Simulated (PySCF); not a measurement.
C3H9Si, SMILES C[Si](C)C, multiplicity 2. Atoms are numbered in the order given.

```xyz
13

Si     0.0000     0.0000     0.4283
C     -1.5498    -0.8948    -0.1771
C      1.5498    -0.8948    -0.1771
C      0.0000     1.7896    -0.1771
H     -1.5791    -0.9117    -1.2823
H     -1.5784    -1.9390     0.1731
H     -2.4684    -0.3975     0.1731
H      1.5784    -1.9390     0.1731
H      2.4684    -0.3975     0.1731
H      1.5791    -0.9117    -1.2823
H      0.8900     2.3365     0.1731
H     -0.8900     2.3365     0.1731
H      0.0000     1.8233    -1.2823
```
Charge 0, spin multiplicity 2.

Geometry optimised at r2SCAN-D4/def2-SVP.

These are B3LYP/pcH-1 (PySCF) values and carry that method's errors.

Unrestricted Kohn–Sham, ⟨S²⟩ = 0.751. Hyperfine tensors hold the contact and dipolar terms, without spin-orbit corrections.

Computed hyperfine couplings:
```json
[
 {"nucleus": "29Si no. 1", "A(iso) (MHz)": "-482.7", "A(iso) (G)": "-172.2", "dipolar principal values (MHz)": "-165.9, 83.0, 83.0"},
 {"nucleus": "13C no. 2", "A(iso) (MHz)": "34.2", "A(iso) (G)": "12.2", "dipolar principal values (MHz)": "-4.1, -3.8, 7.9"},
 {"nucleus": "13C no. 3", "A(iso) (MHz)": "34.2", "A(iso) (G)": "12.2", "dipolar principal values (MHz)": "-4.1, -3.8, 7.9"},
 {"nucleus": "13C no. 4", "A(iso) (MHz)": "34.2", "A(iso) (G)": "12.2", "dipolar principal values (MHz)": "-4.1, -3.8, 7.9"},
 {"nucleus": "1H no. 5", "A(iso) (MHz)": "57.7", "A(iso) (G)": "20.6", "dipolar principal values (MHz)": "-3.8, -0.2, 4.0"},
 {"nucleus": "1H no. 6", "A(iso) (MHz)": "1.7", "A(iso) (G)": "0.6", "dipolar principal values (MHz)": "-4.3, -2.5, 6.8"},
 {"nucleus": "1H no. 7", "A(iso) (MHz)": "1.7", "A(iso) (G)": "0.6", "dipolar principal values (MHz)": "-4.3, -2.5, 6.8"},
 {"nucleus": "1H no. 8", "A(iso) (MHz)": "1.7", "A(iso) (G)": "0.6", "dipolar principal values (MHz)": "-4.3, -2.5, 6.8"},
 {"nucleus": "1H no. 9", "A(iso) (MHz)": "1.7", "A(iso) (G)": "0.6", "dipolar principal values (MHz)": "-4.3, -2.5, 6.8"},
 {"nucleus": "1H no. 10", "A(iso) (MHz)": "57.7", "A(iso) (G)": "20.6", "dipolar principal values (MHz)": "-3.8, -0.2, 4.0"},
 {"nucleus": "1H no. 11", "A(iso) (MHz)": "1.7", "A(iso) (G)": "0.6", "dipolar principal values (MHz)": "-4.3, -2.5, 6.8"},
 {"nucleus": "1H no. 12", "A(iso) (MHz)": "1.7", "A(iso) (G)": "0.6", "dipolar principal values (MHz)": "-4.3, -2.5, 6.8"},
 {"nucleus": "1H no. 13", "A(iso) (MHz)": "57.7", "A(iso) (G)": "20.6", "dipolar principal values (MHz)": "-3.8, -0.2, 4.0"}
]
```
